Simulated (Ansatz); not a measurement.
Reaction (formal hydrolysis of a Ge–C bond): `[CH3][GeH2][TeH]` + H₂O → `[OH][GeH2][TeH]` + CH₄

Program: Ansatz. Geometries: PBE0-D4/def2-TZVP. ΔE: electronic, gas phase. CCSD(T)/CBS is the MP2 limit (def2-TZVPP, def2-QZVPP) plus CCSD(T) − MP2 in def2-TZVPP, frozen cores. This one scheme is used for every species. Functionals use def2-TZVPP. Elements past krypton have def2 core potentials. For Ge, Te outer-core shells are correlated without core-valence functions, which leaves a few kJ/mol of doubt a bond. Scalar relativity is left out up to krypton. Each species was taken in one conformer, which may not be the lowest.

| level | ΔE (kJ/mol) |
| --- | --- |
| PBE0 | -40.0 |
| RPA@PBE/def2-TZVPP | -39.7 |

Task: What does CCSD(T)/CBS give? (An estimate is asked.)

Result: The calculation gave: -35.2 kJ/mol. The listed levels differ from it by -4.8, -4.5 kJ/mol.

Largest T1 diagnostic among the species: 0.011.

From PBE to PBE0 (25 % exact exchange), in def2-TZVPP and without D4, ΔE moves by +3.7 kJ/mol. At CCSD(T), def2-SVP lies −15.0 kJ/mol from the extrapolated value and def2-TZVPP −3.9 kJ/mol. Leaving LDA and LC-ωPBE aside and taking each functional with its dispersion term where it has one, the values, not all of them listed here, spread over 13.8 kJ/mol, from B97M-V to PBE0-D4. LDA lies +4.3 kJ/mol from PBE without D4.
